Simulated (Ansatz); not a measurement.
FH5N2OTi, SMILES `[NH2][Ti]([NH2])([OH])[F]`. The species carries charge 0 and has multiplicity 1.

Cartesian coordinates in Å:
```
N 0.031 -0.415 1.627
Ti -0.123 0.533 0.017
N 0.978 -0.350 -1.224
O -1.849 0.442 -0.478
F 0.440 2.216 0.130
H 0.804 -0.324 2.272
H -0.724 -0.935 2.052
H 1.331 0.082 -2.067
H 1.376 -1.268 -1.101
H -2.265 0.020 -1.230
```

(1) List the harmonic frequencies (cm⁻¹, unscaled) at PBE0-D4/def2-TZVP in Ansatz. (Best estimate.)

(2) Is this a minimum?

(3) Give the ideal-gas thermochemistry at 298.15 K and 1 bar (rigid rotor, harmonic oscillator; point group C1, symmetry number 1).

(4) And at 400, 500, 600, 800 and 1000 K?

(5) Rotational constants (cm⁻¹)?

Answers

(1) The calculation gave: 138, 179, 188, 198, 208, 249, 307, 356, 401, 432, 489, 526, 535, 681, 730, 760, 786, 1521, 1524, 3562, 3566, 3667, 3674, 3936.

(2) Yes, all 24 modes are real.

(3) Zero-point energy 171.1 kJ/mol; H(298) − E = 196.4 kJ/mol; entropy 366.5 J/(mol·K), of which translation 168.1, rotation 112.0, vibration 86.4; G(298) − E = 87.1 kJ/mol.

(4) 
```
T (K)  H − E (kJ/mol)  S (J/mol/K)  G − E (kJ/mol)
  400           210.9        408.2            47.6
  500           226.4        442.8             5.0
  600           242.8        472.7           -40.8
  800           277.5        522.5          -140.5
 1000           314.0        563.2          -249.2
```

(5) 0.1076, 0.1027, 0.1011.
